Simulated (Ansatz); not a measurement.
Relaxation of BF₂H₃OS (8 atoms, charge 0, multiplicity 1), to a largest force component of 0.03 eV/Å in at most 50 steps.

Level of theory: RHF/def2-SVP (Ansatz).

```xyz
8
Properties=species:S:1:pos:R:3
B -0.021 -0.233 0.158
O -0.306 -0.593 1.448
H -1.223 -0.748 1.617
F 1.221 -0.050 -0.194
F -0.961 -0.168 -0.751
S -0.080 2.623 1.360
H 1.233 2.703 1.126
H 0.030 1.494 2.127
```

Where does it end, and by what steps?

The run converged. The force dipped under the threshold on the way, but the program's further checks kept it going. After 33 steps the energy has fallen by 0.184 eV; H8 moved furthest, 1.15 Å.

```tsv
step	energy less start (eV)	largest force component (eV/Å)	accepted
0	0.0000	1.232	yes
2	-0.1519	0.380	yes
4	-0.1686	0.134	yes
6	-0.1669	0.543	no
8	-0.1754	0.173	yes
10	-0.1753	0.325	no
12	-0.1793	0.028	yes
14	-0.1801	0.052	yes
16	-0.1783	0.364	no
18	-0.1807	0.011	yes
20	-0.1812	0.106	yes
22	-0.1817	0.037	yes
24	-0.1823	0.059	yes
26	-0.1827	0.016	yes
28	-0.1831	0.067	yes
30	-0.1835	0.121	yes
32	-0.1834	0.070	no
33	-0.1839	0.016	yes
```

```xyz
8
Properties=species:S:1:pos:R:3
B -0.018 -0.426 0.240
O -0.595 -1.077 1.249
H -1.534 -1.153 1.185
F 1.279 -0.249 0.233
F -0.706 -0.002 -0.798
S -0.113 2.672 1.666
H 0.703 3.051 0.679
H 0.876 2.213 2.437
```

The run took 53 s on 1 thread of Arm Neoverse V2, on a shared host, peak memory 0.16 GiB.
